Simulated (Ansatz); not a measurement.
Consider the redistribution: `[SiH3]B(Cl)[SeH]` + `FB(F)Cl` → `FB(F)[SeH]` + `[SiH3]B(Cl)Cl`.

Computed with Ansatz on PBE0-D4/def2-TZVP structures; ΔE is electronic, products minus reactants. CBS: MP2 limit from def2 TZ/QZ plus the TZ coupled-cluster correction, frozen cores. DFT in def2-TZVPP. B3LYP here is the variant with VWN-RPA as its local correlation; programs differ in this. For Se outer-core shells are correlated without core-valence functions, which leaves a few kJ/mol of doubt a bond. Scalar relativity is left out up to krypton. One conformer a species, not always the lowest.

`[SiH3]B(Cl)[SeH]`:

Cartesian coordinates in Å:
```
Si -0.896 0.223 -0.588
B 1.017 -0.031 -0.016
Cl 2.312 0.292 -1.153
Se 1.541 -0.618 1.736
H -1.196 -0.658 -1.749
H -1.839 -0.101 0.517
H -1.112 1.635 -1.004
H 0.173 -0.741 2.256
```

`FB(F)Cl`:

Cartesian coordinates in Å:
```
F 1.274 -0.490 0.037
B 0.084 0.058 0.001
F -0.013 1.365 -0.021
Cl -1.345 -0.934 -0.017
```

`FB(F)[SeH]`:

Cartesian coordinates in Å:
```
F 0.666 -1.304 -1.127
B 0.168 -0.250 -0.514
F -0.147 0.804 -1.237
Se -0.072 -0.306 1.411
H -0.615 1.056 1.466
```

`[SiH3]B(Cl)Cl`:

Cartesian coordinates in Å:
```
Si 0.597 -0.439 0.519
B -0.716 0.573 -0.635
Cl -2.076 -0.272 -1.329
Cl -0.539 2.274 -0.967
H -0.134 -1.025 1.675
H 1.181 -1.550 -0.280
H 1.687 0.439 1.016
```

```csv
level,ΔE (kJ/mol),difference from CCSD(T)/CBS
PBE-D4,15.3,-1.5
r2SCAN-D4,15.6,-1.2
PBE0-D4,16.2,-0.6
B3LYP-D4,14.4,-2.4
ωB97X-V,12.6,-4.2
ωB97M-V,13.3,-3.5
B2PLYP,14.4,-2.4
PBE,13.6,-3.2
r2SCAN,15.2,-1.6
PBE0,14.7,-2.1
B3LYP,11.7,-5.1
HF/def2-TZVPP,11.8,-5.0
MP2/def2-TZVPP,18.6,1.8
SCS-MP2/def2-TZVPP,16.7,-0.1
CCSD/def2-TZVPP,16.0,-0.8
CCSD(T)/def2-TZVPP,17.0,0.2
HF/def2-QZVPP,11.9,-4.9
MP2/def2-QZVPP,18.6,1.8
SCS-MP2/def2-QZVPP,16.7,-0.1
HF/CBS(def2),11.9,-4.9
MP2/CBS(def2),18.5,1.7
CCSD/CBS(def2),15.9,-0.9
CCSD(T)/CBS,16.8,0
```

Largest T1 diagnostic among the species: 0.013.

In def2-TZVPP, CCSD(T) changes the Hartree–Fock value by +5.2 kJ/mol (the triples alone add +0.9 kJ/mol) and MP2 by +6.8 kJ/mol.
